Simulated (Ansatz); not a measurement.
Species: sum formula GeOCl, charge 0, multiplicity 2. It need not be the lowest isomer of its formula. SMILES: [O]=[Ge][Cl]
Geometry from a B3LYP-D3(BJ)/def2-TZVP (Ansatz, an electronic-structure program) optimisation:
```
Ge
O 1 1.6769
Cl 1 2.1954 2 117.59
```
Charge 0, spin multiplicity 2.

Property: atomisation energy (electronic, to ground-state atoms), in kcal/mol. Correlated levels leave the core frozen unless marked. Open shells are spin-unrestricted. Spin-orbit coupling is left out. Frozen are the shells of the preceding noble gas and the d and f shells that filled before the atom's block. No relativistic terms. The coupled-cluster limit lacks core correlation, which all-electron functionals hold. Basis-set limits of correlation are two-point, X^-3; Hartree-Fock from the larger set. The bracket is a focal-point correction in the basis named.

```tsv
level	program	atomisation energy (kcal/mol)
PBE0-D4/def2-TZVPD	Ansatz + dftd4	193.3
```

Problem. What does RI-MP2/CBS(def2-TZVPPD,def2-QZVPPD)+[CCSD(T)-MP2]/def2-TZVPPD (Ansatz) give?

Solution. 191.9 kcal/mol
